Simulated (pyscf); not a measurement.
**Routes from •HC=CH–C≡CH (SMILES [CH]=CC#C)**

Candidate steps break at most two bonds and form at most two. Each was searched with GFN2-xTB (tblite) first. PySCF, gas phase, ωB97X-D3(BJ)/def2-SVP geometries. MP2 and CC: frozen core, UHF for open shells. ΔMP2 is the change of the MP2 total energy from the triple- to the quadruple-zeta basis. Energies: CCSD(T)/def2-TZVPP + ΔMP2(QZVPP), kJ/mol, from the reactant's lowest minimum found, doublet surface.

| products | type | ΔE‡ | ΔE | ΔG‡ 298 K | ΔG‡ 900 K | ν‡ (cm⁻¹) |
|---|---|---|---|---|---|---|
| [HC≡C–C=CH₂]• | hydrogen shift | 192.2 | -39.8 | 173.7 | 167.5 | 2215i |
| cyclic C₄H₃ (SMILES [CH]1C2=CC12) [doublet] | double ring closure | 239.1 | +102.7 | 227.2 | 223.7 | 396i |

Plain bond fissions and candidates not yet searched are not listed, and one of them may be faster. Each barrier is that of the saddle found; lower ones may exist. The CCSD(T) − MP2 part came from Ansatz, without density fitting, on the same reference. An open-shell T1 diagnostic exceeds 0.045. A UHF reference is spin-contaminated (<S²> up to 1.43), which harms MP2 most.
